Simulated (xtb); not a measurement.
C3H7N, SMILES C/C=N\C. All values are semi-empirical tight-binding results from xtb (GFN2-xTB unless named), good for trends rather than for accurate numbers. Coordinates come from a GFN2-xTB optimisation. The structure was generated by enumeration; whether it is a known compound was not checked.

A frequency run showed that this geometry is not a minimum.

Q: Estimate the properties. (An estimate is asked for; the answer gives what the named calculation found.)

A: 
```json
{
  "point_group_as_xtb_finds_it": "Cs",
  "orbital_gap": "3.66 eV",
  "dipole_moment": "2.19 D",
  "static polarisability (D4 model)": "46.5 bohr³",
  "solvation energy, GFN2-xTB/ALPB(water)": "-2.5 kcal/mol",
  "solvation energy, GFN2-xTB/ALPB(octanol)": "-3.3 kcal/mol"
}
```

Q: Give the IR lines (harmonic; lines under 4 % of the strongest left out, lines within 3 cm⁻¹ merged). (Estimate from the structure and the level; the computed values follow.)

A: ν (cm⁻¹): 589 (w), 925 (w), 1012 (w), 1026 (w), 1096 (m), 1143 (w), 1332 (w), 1378 (w), 1385 (w), 1463 (w), 1467 (w), 1758 (vs), 2948 (m), 2953 (m), 2999 (m), 3008 (w), 3013 (m), 3020 (m), 3057 (m) (against the strongest line: vs over 80 %, s over 45 %, m over 15 %, w over 4 %, vw less). 2 imaginary mode(s) remain.
